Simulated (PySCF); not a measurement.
PySCF 2.14 output of a UHF calculation on a single atom or ion in aug-cc-pCVQZ-DK, with the spin-free X2C one-electron Hamiltonian (Gaussian nucleus):

```
SCF conv_tol = 1e-09
number electrons alpha = 3  beta = 2
cycle= 1 E= -24.2689232445363  delta_E= -4.1e-05  |g|= 0.00156  |ddm|= 0.00812
cycle= 2 E= -24.2689259910885  delta_E= -2.75e-06  |g|= 0.000421  |ddm|= 0.00206
cycle= 3 E= -24.2689262210157  delta_E= -2.3e-07  |g|= 3.47e-05  |ddm|= 0.000784
cycle= 4 E= -24.2689262226823  delta_E= -1.67e-09  |g|= 4.04e-06  |ddm|= 9.75e-05
cycle= 5 E= -24.2689262227081  delta_E= -2.58e-11  |g|= 3.01e-07  |ddm|= 1.45e-05
converged SCF energy = -24.2689262227081  <S^2> = 0.75007881  2S+1 = 2.0000788
```

The run itself started from symmetry-adapted Hartree-Fock orbitals and held the occupation by maximum overlap, so the iterations belong to that start.

**Question.** Which element, charge and spin multiplicity is this?

**Answer.** B (boron, neutral), multiplicity 2; the state was [He] 2s2 3d1, 2D determinant (an excited configuration).

The outer electron is Rydberg-like, and this basis confines it to a smaller radius and binds it less than a complete one would.
